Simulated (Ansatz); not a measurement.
**Match the barriers**

Saddle point of GaH3Cl2O, singlet (GaHCl₂O ([OH][Ga]([Cl])[Cl]) + H₂ → GaHCl₂ ([Cl][GaH][Cl]) + H₂O (still joined by a long Ga–O bond); bonds formed: Ga1–H6, O2–H5; bonds broken: H5–H6; bonds weakened to dative contacts: Ga1–O2), PBE0-D4/def2-TZVP structure:

```
7
angstrom
Ga -0.6063 0.3004 0.0631
O 1.2911 0.1659 -0.1468
Cl -1.6834 -0.1794 -1.7112
Cl -1.2902 1.7729 1.4260
H 0.7505 -0.8494 0.4911
H -0.0783 -1.2048 0.9151
H 1.6165 -0.0057 -1.0373
```

Computed with Ansatz 0.2.0 (basis: def2-TZVPP, with def2-QZVPP for the basis limit); correlated methods freeze the cores. Filled d shells of the heavier atoms are correlated. The def2 sets are not built for correlating such inner shells, so the correlated values are less sure here. Extrapolation: Hartree–Fock as exp(−7.88 √X), correlation as X^−2.97. Four methods, as single points on the PBE0-D4 structures, gave these electronic barriers from the start structure: 48.2, 85.7, 107.5, 137.9 kJ/mol.

(1) The methods were, in alphabetical order, BHLYP-D4, HF, r2SCAN-D4, SPW92. Which gave which? (A judgement: the text doesn't fix the answer.)

The T1 diagnostic stays at or below 0.012.

## Answers

(1) Computed: SPW92 48.2; r2SCAN-D4 85.7; BHLYP-D4 107.5; HF 137.9 kJ/mol. For comparison, CCSD(T) at an estimated basis limit (MP2 extrapolated from triple and quadruple zeta, plus CCSD(T) − MP2 in triple zeta) gives 104.0 kJ/mol.

Labels in which every atom is bracketed show which atoms are joined, not bond orders.

For scale, one of the runs: CCSD(T)/def2-TZVPP, 205 basis functions, launched by `ansatz run in.yaml --threads 4 --pin off --events-out ev --progress --plain --max-ram 9574MiB`. The run took 86 s on 4 CPU threads of an Arm Neoverse V2 (shared host), with 2.6 GiB of host memory at its peak.
